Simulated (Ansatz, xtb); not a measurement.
Relative energy of two isomers of C6H8O

Structure I is `C=C1C[C@@H]1C(C)=O`, a singlet and structure II is `C=C1C/C1=C(\C)O`, a singlet. Both are isolated molecules in the gas phase, relaxed with r2SCAN-D4/def2-SVP; the shapes shown needn't be the lowest conformers.

I (Å):

```xyz
15

C     0.5718   -3.0615    1.3900
C     0.7317   -1.8173    0.9607
C     1.5735   -0.6750    0.6666
C     0.0539   -0.6010    0.4488
C    -0.7342    0.2196    1.4346
C    -2.1650    0.5061    1.0489
O    -0.2461    0.6102    2.4750
H    -0.4185   -3.5245    1.4379
H     1.4315   -3.6588    1.7100
H     1.9298   -0.0761    1.5151
H     2.2160   -0.6892   -0.2213
H    -0.3357   -0.6407   -0.5766
H    -2.6986   -0.4360    0.8404
H    -2.1909    1.0960    0.1173
H    -2.6701    1.0576    1.8521
```

II (Å):

```tsv
atom	x (Å)	y (Å)	z (Å)
C	2.0446	-1.3036	2.4881
C	1.2144	-0.8691	1.5337
C	1.1054	-0.1321	0.2345
C	-0.0598	-0.7142	0.9565
C	-1.3906	-0.9157	0.9819
C	-2.3452	-0.4456	-0.0594
O	-2.0062	-1.5859	1.9882
H	3.1201	-1.1147	2.4250
H	1.6782	-1.8587	3.3577
H	1.2497	0.9598	0.2388
H	1.4727	-0.6251	-0.6793
H	-1.8196	0.0914	-0.8587
H	-2.8891	-1.3018	-0.4921
H	-3.1021	0.2191	0.3895
H	-1.3273	-1.8590	2.6233
```

**Question.** Estimate E(II) − E(I) at the level CCSD(T)/def2-SVP + ΔMP2/def2-TZVPP.

**Answer.** Calculated at CCSD(T)/def2-SVP + ΔMP2/def2-TZVPP: E(II) − E(I) = +0.764 eV, so structure I lies lower.

Level by level:

| level | geometry | E(II) − E(I) (eV) | departure from the last row (eV) | job, with rough time for the two |
| --- | --- | --- | --- | --- |
| GFN2-xTB | GFN2-xTB | +0.527 | −0.237 | optimisation, 0.23 s |
| HF/STO-3G | GFN2-xTB | +0.883 | +0.119 | single point, 0.42 s |
| r2SCAN-D4/def2-SVP//GFN2-xTB | GFN2-xTB | +0.700 | −0.063 | single point, 5.1 s |
| r2SCAN-D4/def2-SVP | r2SCAN-D4/def2-SVP | +0.691 | −0.073 | optimisation, 56 s |
| HF/def2-SVP | r2SCAN-D4/def2-SVP | +0.928 | +0.164 | part of the CCSD(T) run |
| MP2/def2-SVP | r2SCAN-D4/def2-SVP | +0.865 | +0.101 | part of the CCSD(T) run |
| CCSD(T)/def2-SVP | r2SCAN-D4/def2-SVP | +0.880 | +0.116 | single point |
| CCSD(T)/def2-SVP + ΔMP2/def2-TZVPP | r2SCAN-D4/def2-SVP | +0.764 |  | single point, 1.7 min |

As drawn, II has 1 C=C, 1 C–O, 1 O–H in place of 1 C–C, 1 C=O, 1 C–H.

None of the levels shown reverses the order. The largest departure from CCSD(T)/def2-SVP + ΔMP2/def2-TZVPP is that of GFN2-xTB, 0.237 eV. The last row adds to CCSD(T) the change of the MP2 difference between the two basis sets, here −0.116 eV.

With thermal terms from frequencies at re-optimised GFN2-xTB minima (ideal gas, soft modes damped towards free rotors, one conformer each, 298.15 K, 1 atm): the zero-point term adds −0.011 eV; ΔH is +0.760 and ΔG +0.750 eV.

The correlated steps freeze 7 core orbitals. Mirror images aren't counted in ΔG. Codes used: Ansatz 0.2.0, xtb 6.7.1; the last row on 2 threads of Arm Neoverse V2 on a shared host.
